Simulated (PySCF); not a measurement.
Calculation: PBE-D3(BJ)/def2-TZVP // r2SCAN-D4/def2-SVP (PySCF). All species are isolated molecules in the gas phase. One relaxed conformer stands for a flexible species; it need not be the lowest. 

Reference species: [Nb(Cl)4(NH2)] (neutral, multiplicity 1).

```yaml
HOMO: -7.38 eV
mean_distance_from_the_central_atom_to_its_bonded_neighbours: 2.244 Å
```

Changed species: [Nb(Cl)3(NH2)2] (2 of 5 Cl replaced by NH2; the reference has 1 of 5 Cl replaced by NH2).

Task: What does the change do to the HOMO and mean distance from the central atom to its bonded neighbours?

Result: the HOMO rises by 0.37 eV, to -7.01 eV; the mean distance from the central atom to its bonded neighbours falls by 0.052 Å, to 2.192 Å.
